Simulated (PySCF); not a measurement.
C2H7NSi2, SMILES N[SiH2]C#C[SiH3]. Atoms are numbered in the order given.

```xyz
12

Si     2.9001     0.4774     0.0190
C      1.1037     0.0931     0.1480
C     -0.0872    -0.1641     0.2385
Si    -1.9039    -0.5406     0.3511
N     -2.8556     0.1047    -0.9376
H      3.0920     1.6540    -0.8737
H      3.4407     0.7877     1.3711
H      3.6215    -0.6958    -0.5473
H     -2.0389    -2.0217     0.3404
H     -2.3867     0.0426     1.6312
H     -2.7747    -0.2949    -1.8670
H     -3.0104     1.1063    -0.9914
```

The structure is a stationary point at ωB97X-D3(BJ)/def2-SVP. One conformer was computed; it need not be the lowest.

Two levels are set side by side: PBE/pcSseg-1 (PySCF) and KT2/pcSseg-1 (PySCF). GIAO shifts against NH3 (¹⁵N), TMS (²⁹Si), TMS (¹H), TMS (¹³C) at the same level; non-relativistic, no solvent, atoms listed together averaged. Differences are taken from unrounded values.

```csv
quantity,KT2
δ(²⁹Si) of Si1 (ppm),-98.4
δ(¹³C) of C2 (ppm),97.5
δ(¹³C) of C3 (ppm),115.9
δ(²⁹Si) of Si4 (ppm),-64.5
δ(¹⁵N) of N5 (ppm),16.3
"δ(¹H) of H6, H7, H8 (ppm)",4.49
"δ(¹H) of H9, H10 (ppm)",5.05
"δ(¹H) of H11, H12 (ppm)",0.66
```

What does PBE give, and how far is it from KT2? (The exact figures need the calculation; the answer reports its results.)


```
quantity                      PBE  PBE minus KT2
-------------------------  ------  -------------
δ(²⁹Si) of Si1 (ppm)       -101.8           -3.4
δ(¹³C) of C2 (ppm)          105.5            8.1
δ(¹³C) of C3 (ppm)          123.5            7.6
δ(²⁹Si) of Si4 (ppm)        -66.7           -2.2
δ(¹⁵N) of N5 (ppm)           17.4            1.1
δ(¹H) of H6, H7, H8 (ppm)    4.49           0.00
δ(¹H) of H9, H10 (ppm)       5.07           0.02
δ(¹H) of H11, H12 (ppm)      0.58          -0.08
```

Rough cost on one machine, each run with all the roots and properties that it gave: KT2 against PBE within a factor of 2.
